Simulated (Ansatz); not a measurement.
Isolated molecules relaxed with PBE0-D4/def2-TZVP in Ansatz; ΔE leaves out vibrations. CCSD(T)/CBS adds triple-zeta CCSD(T) − MP2 to the extrapolated MP2 energy (def2 sets, frozen cores). This one scheme is used for every species. Functionals use def2-TZVPP. B3LYP here is the variant with VWN-RPA as its local correlation; programs differ in this. Each species was taken in one conformer, which may not be the lowest.

`CCOC(=O)C(C)CC` + `C[SiH2]O` → `CCO[SiH2]C` + `CCC(C)C(=O)O`  (substitution at a C–O bond)

| level | ΔE (kcal/mol) | difference from CCSD(T)/CBS |
| --- | --- | --- |
| PBE-D4 | 1.9 | -1.0 |
| r2SCAN-D4 | 2.5 | -0.4 |
| PBE0-D4 | 2.0 | -0.9 |
| B3LYP-D4 | 2.0 | -0.9 |
| ωB97M-V | 2.4 | -0.5 |
| B2PLYP | 2.4 | -0.5 |
| r2SCAN | 2.3 | -0.6 |
| B3LYP | 2.0 | -0.9 |
| HF/def2-TZVPP | 1.8 | -1.1 |
| CCSD/def2-TZVPP | 2.6 | -0.3 |
| CCSD(T)/def2-TZVPP | 2.8 | -0.1 |
| HF/def2-QZVPP | 1.8 | -1.1 |
| MP2/def2-QZVPP | 3.1 | 0.2 |
| SCS-MP2/def2-QZVPP | 2.9 | 0.0 |
| HF/CBS(def2) | 1.8 | -1.1 |
| CCSD/CBS(def2) | 2.6 | -0.3 |
| CCSD(T)/CBS | 2.9 | 0 |

Largest T1 diagnostic among the species: 0.013.

In def2-TZVPP, CCSD(T) changes the Hartree–Fock value by +1.0 kcal/mol (the triples alone add +0.2 kcal/mol) and MP2 by +1.3 kcal/mol.
